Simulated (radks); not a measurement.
The numbers below are computed, except where a source is named.
The bromine ion Br3.25+, 31.75 electrons, occupied as [Ar] 3d10 4p(up 1.5, down 1.5) 4s(up 0.5, down 0.25) (fractional occupations, a model configuration). Level of theory: scalar-relativistic Kohn-Sham, r2SCAN, spin-polarised, spherical densities, finite nucleus; meta-GGA in the generalised Kohn-Sham scheme; Fermi nuclear charge, rms radius 4.1629 fm (a radial shooting solver on a logarithmic mesh with Libxc functionals).

Radial electron density D(r) = 4 pi r^2 rho(r):

```
   r/bohr * D(r) (the largest magnitude, 51.2, reaches the edge; | marks zero)
  0.00144 |*
 0.001875 | *
 0.002442 | *
 0.003154 |   *
 0.004107 |     *
 0.005348 |        *
 0.006963 |            *
 0.009067 |                  *
  0.01181 |                         *
  0.01525 |                                 *
  0.01986 |                                        *
  0.02586 |                                             *
  0.03367 |                                             *
  0.04384 |                                          *
  0.05709 |                                      *
  0.07375 |                                       *
  0.09603 |                                               *
    0.125 |                                                      *
   0.1628 |                                                   *
    0.212 |                                      *
   0.2761 |                             *
   0.3566 |                                 *
   0.4643 |                                     *
   0.6046 |                             *
   0.7873 |               *
    1.025 |      *
    1.324 |   *
    1.724 |  *
    2.245 |*
    2.924 *
    3.807 *
    4.957 *
```

D(r) has 3 maxima, at r = 0.0299, 0.134, 0.450 bohr, and minima at 0.0623, 0.285 bohr, inside which lie 2.07, 11.00 electrons.
